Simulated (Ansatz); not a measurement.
Li₈S₄. The state is a quintet with charge 0. Geometry PBE0-D4/def2-SVP; atoms count from 1.

```xyz
12

Li    1.554   -2.462   -0.289
Li    0.668    1.481    1.760
Li   -0.886   -0.925    1.775
Li    2.486    0.501   -0.379
Li   -1.272    2.455   -1.011
Li   -0.252   -1.493   -2.499
Li   -2.416   -0.361   -0.601
Li    0.051    0.162   -0.465
S     1.461   -0.827    1.384
S    -0.776   -2.132   -0.266
S     0.962    2.346   -0.406
S    -1.579    1.254    0.996
```

At PBE0-D4/def2-TZVP a singlet of charge 0 lies 5.84 eV below the quintet, each at its own geometry. The structure comes from a short search, and lower isomers may exist.

**Question.** Estimate the Mulliken populations from the PBE0/def2-TZVP orbitals of Ansatz.

**Answer.** 
```
atom  charge (e)  spin (α − β)
 Li1        0.38          0.44
 Li2        0.69          0.04
 Li3        0.68          0.01
 Li4        0.52          0.28
 Li5        0.56          0.22
 Li6        0.29          0.62
 Li7        0.39          0.44
 Li8        0.23         -0.08
  S9       -0.93          0.54
 S10       -0.95          0.46
 S11       -0.85          0.62
 S12       -1.00          0.41
```
Mulliken values and Mayer orders depend strongly on the basis.

**Question.** Where does the spin sit?

**Answer.** Summed by element: Li 1.97, S 2.03, of 4 unpaired in all. Largest on single atoms: S11 0.62, Li6 0.62, S9 0.54.

**Question.** And the Mayer bond orders between bonded heavy atoms (over 0.3)?

**Answer.** Li8–S10 0.38 (2.45 Å); Li8–S11 0.31 (2.37 Å). Values over 0.3 also appear between atoms too far apart for a bond (S9–S10 0.39 at 3.07 Å; S11–S12 0.37 at 3.10 Å); they arise where an orbital or an unpaired electron spreads over both atoms.
